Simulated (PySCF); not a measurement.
Two-component Hartree-Fock for Fe²⁺ (iron, charge +2)

Start: [Ar] 3d5 4p1; 3d5/2 filled at m_j = -3/2, -1/2, +1/2, +3/2, +5/2; 4p3/2 filled at m_j = +3/2. Calculated with PySCF 2.14 in x2c-TZVPall-2c: generalised Hartree-Fock with the X2C-1e Hamiltonian and a Gaussian nucleus; one run each with spin-orbit coupling (SO) switched off, then screened by Boettger's factors. This is a chosen level, not necessarily the ground level.

```csv
spinor shell,electrons,"ε, spin-free (eV)","ε, screened SO (eV)",weight of nominal j (screened SO),"rms radius, screened SO (bohr)"
1s1/2,2,-7202.3,-7202.3,1.000,0.0675
2s1/2,2,-910.34,-910.34,1.000,0.288
2p1/2,2,-776.06,-785.01,0.975,0.259
2p3/2,4,-776.06,-771.71,0.987,0.261
3s1/2,2,-142.30,-142.32,1.000,0.864
3p1/2,2,-101.45,-101.92,0.664,0.917
3d5/2,5,-45.943,-45.961,0.591,1.09
4p3/2,1,-19.888,-19.846,1.000,3.09
```

Question: Where does 3p3/2 lie, and what is the 3p spin-orbit splitting (screened SO)?

Answer: At -101.26 eV, 0.667 eV above 3p1/2.

```tsv
quantity	spin-free	screened SO
E (hartree)	-1270.21682	-1270.23528
M_J	4	4
⟨J²⟩	20.002	20.002
⟨L²⟩	2.001	2.004
⟨S²⟩	12.001	11.998
```

Each row is a mean over spinors that exchange with the open shell spreads, by up to 16.115 eV (3p3/2).

Rows whose weight is well below 1 are mixtures of j = l ± 1/2: exchange outweighs spin-orbit coupling there, and the label is only the starting occupation.

Without spin-orbit coupling the j labels of p, d and f shells carry no meaning; the spin-free column gives the mean over the occupied spinors of each nl shell.
